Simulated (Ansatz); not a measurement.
Be8O8⁻ (started as a model of: (BeO)8 cage of four- and six-membered rings). The state is a doublet with charge -1. Geometry PBE0-D4/def2-SVP, that of the neutral singlet; atoms count from 1.

```xyz
16

Be    1.650    1.059   -0.996
O     2.268   -0.366   -0.812
Be    1.011   -0.704   -1.822
O     0.611    0.750   -2.237
Be   -0.446    1.194   -1.153
O     0.637    1.749   -0.020
Be    0.323    1.053    1.320
O     0.848   -0.503    1.578
Be    1.319   -1.078    0.228
O     0.196   -1.638   -0.863
Be   -1.196   -1.169   -0.395
O    -1.681    0.392   -0.696
O    -1.100    0.895    1.982
Be   -0.655   -0.691    1.983
O    -1.779   -1.279    1.068
Be   -2.006    0.336    0.836
```

The highest occupied level of the charge -1 doublet lies above zero (up to 1.11 eV). Energy differences put its binding near zero (0.04 eV; vertical, against the charge 0 singlet, at PBE0-D4/def2-TZVP), which leaves it undecided.

Estimate the Mulliken populations from the PBE0/def2-TZVP orbitals of Ansatz.


| atom | charge (e) | spin (α − β) |
| --- | --- | --- |
| Be1 | -0.01 | 0.28 |
| O2 | -0.31 | 0.00 |
| Be3 | -0.01 | 0.28 |
| O4 | -0.31 | 0.00 |
| Be5 | 0.31 | -0.03 |
| O6 | -0.24 | 0.00 |
| Be7 | 0.31 | -0.03 |
| O8 | -0.24 | 0.00 |
| Be9 | 0.31 | -0.03 |
| O10 | -0.24 | 0.00 |
| Be11 | 0.31 | -0.03 |
| O12 | -0.24 | 0.00 |
| O13 | -0.31 | 0.00 |
| Be14 | -0.01 | 0.28 |
| O15 | -0.31 | 0.00 |
| Be16 | -0.01 | 0.28 |
Mulliken values depend strongly on the basis.

Where does the spin sit?

Summed by element: Be 1.00, O 0.00, of 1 unpaired in all. Largest on single atoms: Be1 0.28, Be14 0.28, Be3 0.28.

And the Mayer bond orders between heavy atoms (over 0.3)?

Be1–O2 0.88 (1.56 Å); Be1–O4 0.66 (1.65 Å); Be1–O6 0.89 (1.57 Å); O2–Be3 0.66 (1.65 Å); O2–Be9 0.81 (1.58 Å); Be3–O4 0.88 (1.56 Å); Be3–O10 0.89 (1.57 Å); O4–Be5 0.81 (1.58 Å); Be5–O6 0.59 (1.66 Å); Be5–O12 0.97 (1.54 Å); O6–Be7 0.97 (1.54 Å); Be7–O8 0.59 (1.66 Å); Be7–O13 0.81 (1.58 Å); O8–Be9 0.97 (1.54 Å); O8–Be14 0.89 (1.57 Å); Be9–O10 0.59 (1.66 Å); O10–Be11 0.97 (1.54 Å); Be11–O12 0.59 (1.66 Å); Be11–O15 0.81 (1.58 Å); O12–Be16 0.89 (1.57 Å); O13–Be14 0.66 (1.65 Å); O13–Be16 0.88 (1.56 Å); Be14–O15 0.88 (1.56 Å); O15–Be16 0.66 (1.65 Å).
